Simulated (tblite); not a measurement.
Record of a relaxation.

C4H12BOPSi.
Numbering: `[BH3-:1][P@+:2]1([CH3:3])[C:4]([SiH3:5])=[C:6]1[O:7][CH3:8]` (hydrogens: H9, H10, H11 on B1; H12, H13, H14 on C3; H15, H16, H17 on Si5; H18, H19, H20 on C8)
Bond orders are those of one Lewis drawing.

Computed with GFN2-xTB (tblite), gas phase: L-BFGS steps from a force-field or distance-geometry start until the largest atomic force falls under 0.01 eV/Å. 3 of its 100 geometries are shown.

Step 0: E = -655.9396 eV, largest atomic force 6.076 eV/Å
```
atom  x, y, z in Å  |  force x, y, z in eV/Å
B1     -1.925   -0.373   -1.142   -1.500  -0.155  -0.648
P2     -0.719   -0.218    0.288   -4.480  -4.021  -0.822
C3     -0.482   -1.584    1.480    0.060  -0.380   1.005
C4      0.037    1.257    0.607    4.287  -0.070  -1.842
Si5    -0.028    2.874    1.474   -0.008   0.993   0.116
C6      0.773    0.331   -0.256    2.972   2.560   0.091
O7      1.921    0.090   -1.011   -1.508   1.352   1.461
C8      2.086   -1.133   -1.703   -0.812  -0.535   0.103
H9     -1.507   -1.151   -1.938    0.307  -0.238   0.114
H10    -2.988   -0.754   -0.726    0.139  -0.052   0.056
H11    -2.075    0.693   -1.659    0.302   0.162   0.235
H12    -0.072   -2.464    0.952   -0.209   0.369   0.285
H13     0.197   -1.264    2.295   -0.250  -0.325  -0.327
H14    -1.468   -1.851    1.915    0.597   0.068  -0.244
H15     1.107    2.997    2.393    0.016  -0.069   0.018
H16    -1.289    2.983    2.230    0.167  -0.123  -0.116
H17     0.043    3.955    0.469   -0.009  -0.189   0.140
H18     3.053   -1.136   -2.239   -0.436   0.344   0.450
H19     2.063   -1.985   -0.987    0.020   0.354  -0.401
H20     1.269   -1.258   -2.445    0.344  -0.044   0.325
```

Step 50: E = -657.2428 eV, largest atomic force 0.053 eV/Å
```
atom  x, y, z in Å  |  force x, y, z in eV/Å
B1     -2.152   -0.580   -1.295    0.006  -0.006   0.012
P2     -0.817   -0.343    0.117    0.014  -0.019  -0.012
C3     -0.570   -1.594    1.469    0.004   0.013  -0.012
C4      0.102    1.174    0.617   -0.002   0.012  -0.008
Si5     0.143    2.844    1.451    0.015  -0.020   0.009
C6      0.818    0.366   -0.163    0.006   0.013  -0.033
O7      1.978    0.248   -0.779    0.000   0.044  -0.029
C8      2.119   -0.893   -1.609    0.007   0.006   0.008
H9     -1.800   -1.577   -1.844    0.006  -0.012   0.005
H10    -3.187   -0.699   -0.726   -0.015   0.003   0.008
H11    -2.057    0.405   -1.952    0.022  -0.008   0.002
H12    -0.322   -2.556    1.020   -0.040   0.004   0.010
H13     0.227   -1.283    2.140   -0.016   0.002   0.005
H14    -1.500   -1.703    2.026    0.011  -0.002  -0.013
H15     1.331    2.845    2.308    0.009   0.025   0.046
H16    -1.080    2.982    2.239   -0.003   0.005   0.014
H17     0.250    3.904    0.448   -0.019  -0.026  -0.010
H18     3.050   -0.755   -2.155    0.007  -0.019  -0.018
H19     2.177   -1.804   -1.008   -0.008  -0.016   0.009
H20     1.283   -0.972   -2.309   -0.004   0.001   0.007
```

Step 99: E = -657.2516 eV, largest atomic force 0.010 eV/Å
```
atom  x, y, z in Å  |  force x, y, z in eV/Å
B1     -2.135   -0.611   -1.299   -0.001   0.000  -0.002
P2     -0.795   -0.320    0.093    0.001   0.007   0.005
C3     -0.578   -1.561    1.455   -0.001   0.000   0.000
C4      0.127    1.194    0.600   -0.003   0.001  -0.003
Si5     0.140    2.832    1.495   -0.001  -0.004  -0.002
C6      0.838    0.393   -0.194   -0.001   0.004   0.004
O7      1.989    0.273   -0.826   -0.003   0.003  -0.002
C8      2.119   -0.890   -1.627    0.001   0.005   0.000
H9     -1.838   -1.687   -1.722   -0.004   0.004  -0.001
H10    -3.181   -0.600   -0.738    0.004  -0.003  -0.003
H11    -1.970    0.282   -2.063    0.009  -0.002   0.003
H12    -0.436   -2.548    1.015    0.000   0.000   0.005
H13     0.268   -1.305    2.088   -0.003  -0.006  -0.001
H14    -1.490   -1.584    2.051    0.005   0.000   0.001
H15     1.316    2.857    2.369    0.004  -0.007  -0.004
H16    -1.085    2.914    2.290   -0.001  -0.001   0.000
H17     0.208    3.915    0.514   -0.001  -0.001  -0.002
H18     3.043   -0.773   -2.192    0.001  -0.003   0.001
H19     2.182   -1.785   -1.001   -0.005   0.005  -0.007
H20     1.273   -0.986   -2.313    0.001  -0.005   0.008
```

Task: Summarise the path.

Result: The energy falls by 30.25 kcal/mol from step 0 to step 99; nine tenths of that is first reached at step 9. It falls at every step. The largest force goes from 6.076 to 0.010 eV/Å. Among the bonds P2–C4 changes most, from 1.688 to 1.844 Å; the atoms move by 0.311 Å rms after alignment.

Task: Follow the three bonds and two angles with the largest change from start to end.

Result: 
| step | E above end (kcal/mol) | largest force (eV/Å) | P2–C4 (Å) | C4=C6 (Å) | P2–C6 (Å) | B1–P2–C6 (°) | C3–P2–C4 (°) |
| --- | --- | --- | --- | --- | --- | --- | --- |
| 0 | 30.25 | 6.076 | 1.688 | 1.464 | 1.680 | 110.6 | 118.1 |
| 4 | 5.46 | 0.722 | 1.842 | 1.350 | 1.802 | 113.0 | 113.0 |
| 9 | 2.81 | 0.359 | 1.831 | 1.332 | 1.807 | 115.9 | 110.0 |
| 13 | 1.79 | 0.241 | 1.850 | 1.333 | 1.801 | 116.9 | 108.7 |
| 17 | 1.38 | 0.119 | 1.841 | 1.330 | 1.808 | 117.9 | 108.0 |
| 22 | 1.11 | 0.104 | 1.846 | 1.330 | 1.800 | 119.2 | 107.3 |
| 26 | 0.97 | 0.114 | 1.843 | 1.330 | 1.805 | 119.6 | 107.2 |
| 30 | 0.80 | 0.070 | 1.845 | 1.330 | 1.802 | 121.3 | 106.4 |
| 34 | 0.73 | 0.074 | 1.846 | 1.331 | 1.800 | 121.8 | 106.1 |
| 39 | 0.59 | 0.091 | 1.844 | 1.330 | 1.805 | 121.9 | 106.7 |
| 43 | 0.43 | 0.120 | 1.844 | 1.332 | 1.804 | 123.1 | 106.4 |
| 47 | 0.27 | 0.105 | 1.842 | 1.332 | 1.805 | 123.2 | 106.8 |
| 52 | 0.18 | 0.069 | 1.845 | 1.333 | 1.803 | 123.7 | 106.9 |
| 56 | 0.12 | 0.044 | 1.843 | 1.332 | 1.804 | 123.4 | 107.3 |
| 60 | 0.10 | 0.030 | 1.844 | 1.333 | 1.805 | 123.8 | 107.3 |
| 65 | 0.07 | 0.020 | 1.843 | 1.333 | 1.805 | 124.1 | 107.1 |
| 69 | 0.06 | 0.018 | 1.844 | 1.333 | 1.805 | 124.2 | 106.9 |
| 73 | 0.05 | 0.026 | 1.843 | 1.333 | 1.804 | 124.3 | 107.0 |
| 77 | 0.03 | 0.029 | 1.842 | 1.332 | 1.805 | 124.6 | 107.1 |
| 82 | 0.02 | 0.037 | 1.844 | 1.332 | 1.804 | 124.8 | 107.2 |
| 86 | 0.01 | 0.019 | 1.843 | 1.333 | 1.805 | 124.8 | 107.2 |
| 90 | 0.01 | 0.022 | 1.844 | 1.333 | 1.805 | 124.9 | 107.1 |
| 95 | 0.00 | 0.012 | 1.844 | 1.333 | 1.805 | 124.7 | 106.9 |
| 99 | 0.00 | 0.010 | 1.844 | 1.332 | 1.805 | 124.5 | 106.8 |
